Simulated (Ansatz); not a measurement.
Consider the ligand exchange at a Ge–C bond: `N=C[CH2][GeH3]` + CH₃SH → `C[S][GeH3]` + `CC=N`.

Gas-phase electronic energies from Ansatz, PBE0-D4/def2-TZVP geometries. CBS: MP2 limit from def2 TZ/QZ plus the TZ coupled-cluster correction, frozen cores. This one scheme is used for every species. Functionals use def2-TZVPP. For Ge outer-core shells are correlated without core-valence functions, which leaves a few kJ/mol of doubt a bond. Scalar relativity is left out up to krypton. Each species was taken in one conformer, which may not be the lowest.

| species | PBE energy (Eh) |
| --- | --- |
| `N=C[CH2][GeH3]` | -2211.70629 |
| CH₃SH | -438.49541 |
| `C[S][GeH3]` | -2516.39547 |
| `CC=N` | -133.82883 |

(1) Work out ΔE.

Largest T1 diagnostic among the species: 0.012.

Results:

(1) ΔE = (-2516.39547) + (-133.82883) − (-2211.70629) − (-438.49541) = -0.02260 Eh = -59.3 kJ/mol. CCSD(T)/CBS gives -55.5 kJ/mol.

In def2-TZVPP, CCSD(T) changes the Hartree–Fock value by +9.9 kJ/mol (the triples alone add +0.2 kJ/mol) and MP2 by +8.8 kJ/mol. Leaving LDA and LC-ωPBE aside and taking each functional with its dispersion term where it has one, the values, not all of them listed here, spread over 4.7 kJ/mol, from B97M-V to CAM-B3LYP-D4. LDA lies +4.2 kJ/mol from PBE without D4.
